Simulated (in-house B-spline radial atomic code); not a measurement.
Configurations of neutral lithium, with energies counted from [He] 2s1. All numbers are computed (Dirac-Hartree-Fock, average of configuration; Fermi nucleus of rms radius 2.444 fm) with an all-electron radial atomic-structure program (B-spline basis), not measured. Energies include first-order Breit, QED and recoil terms.

```
configuration  E - E(ref) (eV)  highest orbital  its <r> (bohr)
[He] (3p3/2)1            3.797            3p3/2           12.19
[He] (3d3/2)1             3.83            3d3/2            10.5
     [He] 4s1           4.2949            4s1/2           19.52
[He] (4f7/2)1           4.4915            4f7/2              18
[He] (5g9/2)1           4.7976            5g9/2            27.5
[He] (6p3/2)1           4.9595            6p3/2           52.37
[He] (6d3/2)1           4.9638            6d3/2           50.99
```

Problem. Order these further configurations by energy, lowest first.
A. [He] 3s1
B. [He] (5d3/2)1
C. [He] (4d3/2)1
D. [He] 6s1
E. [He] (2p1/2)1

Solution. E (1.8411 eV), A (3.3337 eV), C (4.4914 eV), B (4.7975 eV), D (4.9089 eV).

Problem. How far above the reference does [He] (4p1/2)1 lie?

Solution. 4.477 eV; its least bound orbital is 4p1/2 with <r> = 22.58 bohr.

Problem. How far above the reference does [He] (6g9/2)1 lie?

Solution. 4.9639 eV; its least bound orbital is 6g9/2 with <r> = 44 bohr.
